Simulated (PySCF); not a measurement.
Property card for `N(=C)c1ccc(cc1)O`

Species: C₇H₇NO.
Numbering: `[CH2:1]=[N:2][c:3]1[cH:4][cH:5][c:6]([OH:7])[cH:8][cH:9]1` (hydrogens: H10, H11 on C1; H12 on C4; H13 on C5; H14 on O7; H15 on C8; H16 on C9)

Among its groups: imine, benzene ring and phenol-type hydroxyl.

PBE0-D3(BJ)/def2-SVP geometry optimisation, gas phase (PySCF):

| Quantity | Value |
| --- | --- |
| Point group | C1 |
| Rotational constants A, B, C | 5.070, 1.030, 0.867 GHz |

wB97X-D/def2-SVPD ground state and vertical TDDFT (core frozen in the response) (PySCF):

| Quantity | Value |
| --- | --- |
| Dipole moment | 0.96 D |
| HOMO energy | -7.96 eV |
| LUMO energy | 0.62 eV |
| HOMO–LUMO gap | 8.58 eV |
| Lowest singlet excitation | 4.31 eV (288 nm, f = 0.107) |
| Strongest line among the 6 lowest singlet transitions | S3 at 5.41 eV (229 nm, f = 0.218) |
| Static isotropic polarisability | 97.4 au |
| Electronic spatial extent ⟨r²⟩ about the centre of nuclear charge | 1279 bohr² |

Monoisotopic mass from the formula: 121.0528 u.

The principal polarisabilities are 56.4, 94.1 and 141.6 au; their mean is the isotropic value. In atomic units the dipole is 0.38 e·bohr (1 au = 2.5417 D). S1 lies 4.27 eV below the HOMO–LUMO gap; its leading configuration is HOMO→LUMO, weight 0.64. The largest Löwdin shares of the HOMO are 0.16 on C3, 0.14 on C6, 0.14 on O7 and 0.13 on N2. No computed singlet falls in the visible range (750 to 380 nm, 1.65 to 3.26 eV); S1 lies 1.05 eV above its blue end. With B = h/(8π²I), that is 505.379 GHz u Å² over I, the principal moments of inertia are 99.7, 490.6 and 582.7 u Å² (most abundant isotopes); the inertial defect Ic − Ia − Ib is -7.6 u Å² (zero for a rigid planar frame, negative otherwise). The rotational constants make it an asymmetric top with κ = (2B − A − C)/(A − C) = -0.92, nearer the prolate limit (−1). The 6 singlets span 4.31 to 6.39 eV, and their oscillator strengths add up to 0.57.

Shape of the structure used: `[CH2:1]=[N:2][c:3]1[cH:4][cH:5][c:6]([OH:7])[cH:8][cH:9]1`: C1–N2–C3–C4 -36°, H–O7–C6–C5 -179°.

One conformer stands for the species.
